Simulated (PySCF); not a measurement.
Job for PySCF: R-BP86/LANL2DZ on HfC, 2S+1 = 1, a spin state set in the input, which need not be the lowest, a point of a bond scan (R = 1.779 Å).

```python
from pyscf import gto, scf, dft, mp
from pyscf.data.elements import chemcore

mol = gto.M(
    atom='''
    Hf    0.00000000    0.00000000    0.00000000
    C     0.00000000    0.00000000    1.77864500
    ''',
    basis='lanl2dz',
    ecp={'Hf': 'lanl2dz'},
    charge=0, spin=0, verbose=3, max_memory=1800)
mf = dft.RKS(mol, xc='b88,p86')
mf.conv_tol = 1e-8
mf.max_cycle = 100
mf.kernel()
if not mf.converged:
    mf = mf.newton().run(mf.mo_coeff, mf.mo_occ)
```

It printed:

```
converged SCF energy = -86.7815010512892
```

The calculation finished and met its thresholds.

Cost: roughly 0.8 core-seconds.
